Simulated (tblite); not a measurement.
Species: C₆H₆ClF₃NS (charge +1).
Numbering: `[F:1][C:2]([F:3])([F:4])[CH2:5][CH2:6][n+:7]1[cH:8][s:9][cH:10][c:11]1[Cl:12]` (hydrogens: H13, H14 on C5; H15, H16 on C6; H17 on C8; H18 on C10)

Geometry (GFN2-xTB, Å), atoms numbered from 1 in this order:
```xyz
18
C6H6ClF3NS angstrom
F     -3.1155    0.9927    0.5020
C     -1.9575    0.5892    0.0130
F     -2.1189    0.3360   -1.2966
F     -1.1010    1.6334    0.0735
C     -1.3939   -0.6196    0.7524
C     -0.2426   -1.2693   -0.0259
N      0.8073   -0.3125   -0.3276
C      0.9383    0.2912   -1.5027
S      2.1821    1.4185   -1.5441
C      2.5621    1.0723    0.0891
C      1.7272    0.1239    0.5980
Cl     1.7527   -0.5200    2.1729
H     -1.0733   -0.2819    1.7393
H     -2.1991   -1.3458    0.8766
H      0.1835   -2.0765    0.5739
H     -0.6149   -1.6780   -0.9679
H      0.2911    0.0839   -2.3380
H      3.3635    1.5689    0.6005
```

Computed with GFN2-xTB (tblite): harmonic, unscaled wavenumbers at the GFN2-xTB geometry, gas phase. Errors from tens to a few hundred cm⁻¹ against measured bands are possible. One conformer, not necessarily the lowest.

Harmonic wavenumbers (cm⁻¹): 34.4, 57.4, 65.4, 133.3, 162.1, 200.2, 252.3, 288.8, 343.5, 360.6, 414.7, 443.4, 463.8, 472.8, 507.7, 561.3, 587.7, 642.6, 730.4, 760.7, 771.4, 783.0, 860.2, 877.3, 932.6, 955.1, 983.0, 1030.0, 1071.4, 1115.2, 1118.7, 1141.4, 1157.7, 1174.1, 1196.2, 1301.1, 1312.7, 1337.7, 1415.9, 1421.2, 1425.5, 1491.2, 2993.1, 2997.2, 3012.8, 3014.7, 3118.9, 3166.3.

A = 1010, B = 574.5, C = 436.6 MHz; mass 215.986 u (most abundant isotopes); point group C1, symmetry number 1.

Q: What is the zero-point energy?

A: Half the sum of the wavenumbers: 25329 cm⁻¹ = 72.42 kcal/mol.

Q: What is S at 500 K and 1 bar for an ideal gas of classical rigid rotors and harmonic oscillators?

A: Translation 44.61, rotation 33.06, vibration 58.43: S = 136.1 cal/(mol K).

Q: And Cp and H(500 K) − H(0)?

A: Cp = 63.08 cal/(mol K), of which vibrations give 55.13 (their classical limit is 48 R = 95.4); H(500 K) − H(0) = 18.73 kcal/mol without the zero-point energy, 14.75 from vibrations.

Q: Blend soft modes into free rotors: weight 1/[1 + (100 cm⁻¹/ν̃)⁴] for the oscillator and the rest for a rotor with moment μB/(μ + B), μ = h/(8π²ν), B = 10⁻⁴⁴ kg m². What vibrational entropy results?

A: 53.23 cal/(mol K) in place of 58.43, which changes −T·S at 500 K by +2.60 kcal/mol.

Q: How do the functions run with temperature in this model?

A: 
| T (K) | S (cal/(mol K)) | Cp (cal/(mol K)) | H − H(0) (kcal/mol) | G − H(0) (kcal/mol) | ln q(vib) |
| --- | --- | --- | --- | --- | --- |
| 100 | 75.7 | 20.1 | 1.40 | -6.17 | 2.39 |
| 200 | 93.3 | 32.3 | 4.02 | -14.65 | 5.45 |
| 300 | 108.7 | 44.3 | 7.85 | -24.77 | 8.50 |
| 800 | 169.5 | 78.5 | 40.24 | -95.37 | 23.03 |
| 1000 | 187.7 | 84.5 | 56.58 | -131.14 | 28.14 |

q(vib) and H(0) count from the zero-point level.

Q: Which modes carry the vibrational entropy at 500 K?

A: 34.4 cm⁻¹: 6.58; 57.4 cm⁻¹: 5.57; 65.4 cm⁻¹: 5.31; 133.3 cm⁻¹: 3.90; 162.1 cm⁻¹: 3.52; 200.2 cm⁻¹: 3.11 cal/(mol K); the other 42 give 30.43 together.

Q: What must be added to the electronic energy to get the Gibbs energy at 500 K and 1 bar?

A: ZPE + [H(500 K) − H(0)] − T·S = 72.42 + 18.73 − 68.05 = 23.10 kcal/mol.

Hindered rotation and anharmonicity are outside this model. Other conformers, if any are populated, would add a mixing term that is left out. The structure is chiral; the term R ln 2 for an equal mix with its mirror image is left out.
